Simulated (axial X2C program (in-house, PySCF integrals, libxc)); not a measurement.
WB along the bond: HF, with spin–orbit coupling

Computed with an axial X2C code built on PySCF integrals. Two-component (2c) means X2C with spin–orbit coupling and atomic mean-field two-electron Coulomb and Gaunt terms. Basis: W dyall-cv3z [13s14p9d7f4g], B dyall-v3z [7s6p2d1f] (cores contracted in-house); Gaussian nuclei, density fitting, unrestricted open shells. Masses: W 183.951 u, B 11.009 u.

State: Ω = 5/2 (⟨Sz⟩ = 2.48, ⟨Lz⟩ = 0.02 at HF). Dipoles are positive if B is the positive end.

```csv
R (Å),μ (D),HOMO (eV),LUMO (eV)
1.811,-1.361,-6.73,-0.07
1.895,-1.110,-6.81,-0.08
1.957,-0.965,-6.86,-0.09
2.019,-0.838,-6.91,-0.09
2.082,-0.727,-6.95,-0.09
2.155,-0.615,-6.98,-0.09
2.228,-0.527,-7.01,-0.07
2.321,-0.437,-7.04,-0.04
2.436,-0.321,-7.09,0.00
```

(1) The minimum lies at 2.197 Å. What is the dipole moment there, and its slope?

The state is one determinant with fixed occupations, lowest in a PBE0 search at one distance only: followed along the bond, the 2c determinant Ω = 7/2 reaches 0.16 eV lower at PBE0, at Re = 1.939 Å, so the state shown is not the lowest. With several unpaired electrons one determinant need not be a pure state. This is the top spin component of a Σ state; components of lower Ω are not single determinants and can lie lower. The determinant is spin-polarised beyond a pure state at some levels (its spin-free form has ⟨S²⟩ too high), which makes Re and μ there less reliable. The stretched end of a curve changes character and is left out.

Answers

(1) At HF, 2c, with the sign and origin stated: μ = -0.56 D, dμ/dR = 1.19 D/Å.
